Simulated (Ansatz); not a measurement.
Program: Ansatz. Geometries: PBE0-D4/def2-TZVP. ΔE: electronic, gas phase. CCSD(T)/CBS adds triple-zeta CCSD(T) − MP2 to the extrapolated MP2 energy (def2 sets, frozen cores). This one scheme is used for every species. Functionals use def2-TZVPP. HSE06 is defined as in plane-wave codes. def2 core potentials past Kr. For Ta outer-core shells are correlated without core-valence functions, which leaves a few kJ/mol of doubt a bond. One conformer a species, not always the lowest.

Consider the formal hydrolysis of a Ta–Cl bond: `[OH][Ta]([Cl])([Cl])([Cl])[Cl]` + H₂O → `[OH][Ta]([OH])([Cl])([Cl])[Cl]` + HCl.

`[OH][Ta]([Cl])([Cl])([Cl])[Cl]`:

```xyz
7

O    -1.378    0.548   -0.400
Ta    0.289   -0.116    0.082
Cl    1.324    1.592   -1.039
Cl   -0.232    0.118    2.300
Cl    2.384   -0.947    0.692
Cl   -0.151   -2.088   -0.995
H    -2.235    0.893   -0.640
```

H₂O:

Cartesian coordinates in Å:
```
O -0.067 0.295 -0.245
H -0.363 0.212 0.664
H 0.429 -0.507 -0.420
```

`[OH][Ta]([OH])([Cl])([Cl])[Cl]`:

Cartesian coordinates in Å:
```
O -0.060 -1.055 -1.368
Ta -0.366 -0.085 0.208
O 1.402 0.579 0.193
Cl -0.022 -1.257 2.150
Cl -2.628 -0.656 0.155
Cl -1.034 2.145 0.174
H 0.785 -1.041 -1.828
H 1.923 1.371 0.316
```

HCl:

```xyz
2

Cl   -0.496    0.060    0.399
H     0.496   -0.060   -0.399
```

CCSD(T)/CBS gives +1.9 kcal/mol.

Another level gave -1.5 kcal/mol. Which?
A. HSE06-D4/def2-TZVPP
B. r2SCANh-D4/def2-TZVPP
C. HF/def2-TZVPP
D. BLYP/def2-TZVPP

C. HF/def2-TZVPP -1.5, r2SCANh-D4 0.9, HSE06-D4 2.0, BLYP -0.5 kcal/mol.

Largest T1 diagnostic among the species: 0.018.

The D4 term adds +0.8 kcal/mol with B3LYP and +0.5 kcal/mol with PBE0; it sums over pairs of atoms, weighted by their polarisabilities, and B3LYP, whose exchange is more repulsive, gets the larger term. At CCSD(T), def2-SVP lies −2.8 kcal/mol from the extrapolated value and def2-TZVPP −1.4 kcal/mol. In def2-TZVPP, CCSD(T) changes the Hartree–Fock value by +2.0 kcal/mol (the triples alone add +0.9 kcal/mol) and MP2 by +4.3 kcal/mol.

CCSD(T)/CBS has its own doubt, a few kJ/mol and more with outer-core shells, so smaller differences from it don't rank the levels.

B3LYP here is the variant with VWN-RPA as its local correlation; programs differ in this.
